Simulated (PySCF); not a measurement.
Compound: C₅H₇B₂F₂N.
Atom-mapped SMILES: `[F:1][B:2]([F:3])[BH2-:4][n+:5]1[cH:6][cH:7][cH:8][cH:9][cH:10]1` (hydrogens: H11, H12 on B4; H13 on C6; H14 on C7; H15 on C8; H16 on C9; H17 on C10)

Torsions of this conformer, `[F:1][B:2]([F:3])[BH2-:4][n+:5]1[cH:6][cH:7][cH:8][cH:9][cH:10]1`: F1–B2–B4–N5 -168°, B2–B4–N5–C6 113°.

The closed-shell ground state was solved at several levels (PySCF, density fitting, gas phase, non-relativistic). Geometry: PBE0-D3(BJ)/def2-SVP, one conformer, isolated molecule.

```json
{"level": "wB97X-D/def2-SVPD", "basis functions": "262", "total energy (Eh)": "-498.5030", "HOMO (eV)": "-9.02", "LUMO (eV)": "-0.49", "gap (eV)": "8.53", "dipole (D)": "7.59"}
{"level": "PBE0/pcSseg-1", "basis functions": "205", "total energy (Eh)": "-498.4045", "HOMO (eV)": "-7.17", "LUMO (eV)": "-2.18", "gap (eV)": "4.99", "dipole (D)": "7.40"}
```

Problem. What might KT2/pcSseg-1 (205 basis functions) give for the same quantities?

Solution. Total energy -506.9081 Eh, HOMO -6.04 eV, LUMO -2.96 eV, gap 3.08 eV, dipole 7.01 D.

Problem. Over all these levels, which gives the widest orbital gap and which the narrowest?

Solution. wB97X-D/def2-SVPD (range-separated hybrid) has the widest, 8.53 eV, and KT2/pcSseg-1 (GGA) the narrowest, 3.08 eV. Functional and basis both differ between the two, so the spread mixes both effects.

Problem. How far do the dipole and the HOMO energy spread over the levels?

Solution. The dipole runs from 7.01 to 7.59 D (mean 7.33 D) and the HOMO from -9.02 to -6.04 eV.

wB97X-D is run here without its empirical dispersion term; that term would change no orbital, density or response property at a fixed geometry.
